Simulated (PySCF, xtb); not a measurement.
Mg(OH)(OSiH3) (H₄MgO₂Si), SMILES [O]([SiH3])[Mg][OH].

GFN2-xTB run with xtb 6.7.1 at its own geometry gives an orbital gap of 1.72 eV and a dipole moment of 1.65 D.

Geometry optimised at r2SCAN-D4/def2-SVP. Other conformers were not sampled.

Problem. What does CAM-B3LYP/def2-TZVPD in PySCF give? (The exact figures need the calculation; the answer reports its results.)

Solution. gap 8.76 eV (levels -9.50 and -0.73 eV), dipole 1.83 D.
